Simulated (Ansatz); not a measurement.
Stepwise reaction of `[NH2][Ga]([NH2])[F]` with hydrogen chloride, as a gas-phase model of exchange steps in deposition or etching. ΔE in kJ/mol; ΔG adds harmonic PBE0-D4 terms to CCSD(T)/CBS, at 1 bar.

Computed with Ansatz on PBE0-D4/def2-TZVP structures; ΔE is electronic, products minus reactants. CBS: MP2 limit from def2 TZ/QZ plus the TZ coupled-cluster correction, frozen cores. This one scheme is used for every species. DFT in def2-TZVPP. B3LYP here is the variant with VWN-RPA as its local correlation; programs differ in this. For Ga outer-core shells are correlated without core-valence functions, which leaves a few kJ/mol of doubt a bond. Scalar relativity is left out up to krypton. Each species was taken in one conformer, which may not be the lowest.

```csv
step,reaction,PBE-D4,B3LYP-D4,ωB97M-V,CCSD(T)/CBS,ΔG(600 K)
2,`[NH2][Ga]([F])[Cl]` + HCl → `[F][Ga]([Cl])[Cl]` + NH₃,-66.2,-65.9,-65.8,-60.0,-46.3
```

**Question.** Give the row of step 1, `[NH2][Ga]([NH2])[F]` + HCl → `[NH2][Ga]([F])[Cl]` + NH₃. (An estimate is asked.)

**Answer.** Ansatz gave: 
```json
{"step": "1", "reaction": "`[NH2][Ga]([NH2])[F]` + HCl → `[NH2][Ga]([F])[Cl]` + NH₃", "PBE-D4": "-81.1", "B3LYP-D4": "-81.5", "ωB97M-V": "-81.7", "CCSD(T)/CBS": "-75.8", "ΔG(600 K)": "-72.6"}
```

**Question.** By hand: ΔE of the 2 steps together at CCSD(T)/CBS.

**Answer.** (-75.8) + (-60.0) = -135.8 kJ/mol, or -67.9 kJ/mol a step.

In ΔE each step is higher than the one before. All are downhill at CCSD(T)/CBS. ΔG lies between -72.6 and -46.3 kJ/mol a step. PBE-D4 differs from CCSD(T)/CBS by -6.2 to -5.3 kJ/mol a step. Isolated molecules leave out the surface, adducts and barriers. Largest T1 diagnostic: 0.013.
